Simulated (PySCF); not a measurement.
Species: C5H12Al (charge -1).
Z-matrix (Å and degrees, PBE0-D3(BJ)/def2-SVP geometry), rows numbered from 1:
```
Al
C   1  2.0398
C   2  1.5307  1  115.93
C   3  1.5432  2  105.81  1   165.61
C   4  1.5480  3  105.21  2   -24.93
C   2  1.5306  1  115.90  3   117.78
H   1  1.6503  2  109.54  3  -178.69
H   1  1.6524  2  107.38  3   -59.05
H   1  1.6504  2  109.51  3    60.61
H   2  1.1117  1  108.30  3  -121.13
H   3  1.1026  2  113.32  1   -70.45
H   3  1.1066  2  109.26  1    47.99
H   4  1.1043  3  112.75  2  -147.67
H   4  1.1035  3  110.13  2    93.80
H   5  1.1035  4  110.20  3   118.59
H   5  1.1043  4  112.32  3  -123.10
H   6  1.1025  2  113.32  1    70.40
H   6  1.1065  2  109.25  1   -48.03
```

Level: PBE0/pcSseg-1 in PySCF, non-relativistic, on one gas-phase PBE0-D3(BJ)/def2-SVP geometry that isn't relaxed in the solvent. The solvent is an IEF-PCM continuum (cavity from Bondi-type radii × 1.2). Only the electrostatic response of the medium enters.

Gas phase at PBE0/pcSseg-1: HOMO -2.17 eV, LUMO 4.67 eV.

Q: What does the continuum do to the energy and the frontier levels at PBE0/pcSseg-1 in chloroform and tetrahydrofuran?

A: 
```
        solvent      ε  E(solvent) − E(gas) (kJ/mol)  polarisation term (kJ/mol)  distortion of the solute (kJ/mol)  HOMO (eV)  LUMO (eV)
     chloroform  4.711                       -173.17                     -178.77                               5.60      -5.38       2.05
tetrahydrofuran  7.426                       -191.56                     -198.77                               7.21      -5.70       1.75
```

The first energy column is the sum of the next two and covers electrostatics alone. From chloroform to tetrahydrofuran the lowering changes by a factor 1.11, Born's factor 1 − 1/ε by 1.10 and ε itself by 1.6.

Q: Which radius a makes Born's formula ΔE = −(q²/2a)(1 − 1/ε) give the value in tetrahydrofuran?

A: a = q²(1 − 1/ε)/(2|ΔE|) = 3.14 Å, with q = -1 e and |ΔE| = 0.0730 Eh; the farthest nucleus lies 3.59 Å from the centroid of the nuclei. The formula assumes a point charge at the centre of a sphere.

Q: Which IAO charges (PBE0/pcSseg-1) respond most in chloroform (means over atoms taken as equivalent)?

A: 
```tsv
atoms	environment	gas (e)	solvent (e)	change
Al1	aluminium bonded to C and 3 H	+0.238	+0.260	+0.022
H7/H8/H9	Al–H hydrogen	-0.258	-0.279	-0.021
H13/H16	methylene hydrogen	+0.105	+0.118	+0.013
H14/H15	methylene hydrogen	+0.109	+0.120	+0.011
H10	methine hydrogen	+0.090	+0.095	+0.005
C3/C6	ring CH2 carbon	-0.240	-0.244	-0.004
```

Q: Which Mayer bond orders change most in chloroform?

A: 
| bond | length (Å) | gas | solvent | change |
| --- | --- | --- | --- | --- |
| Al1–C2 | 2.040 | 0.667 | 0.723 | +0.056 |
| Al1–H7 | 1.650 | 0.848 | 0.815 | -0.033 |
| Al1–H9 | 1.650 | 0.848 | 0.815 | -0.033 |
| Al1–H8 | 1.652 | 0.837 | 0.809 | -0.028 |
| C3–C4 | 1.543 | 1.027 | 1.031 | +0.004 |
| C5–C6 | 1.543 | 1.027 | 1.031 | +0.004 |
| C2–H10 | 1.112 | 0.941 | 0.938 | -0.003 |
| C2–C3 | 1.531 | 1.019 | 1.016 | -0.003 |
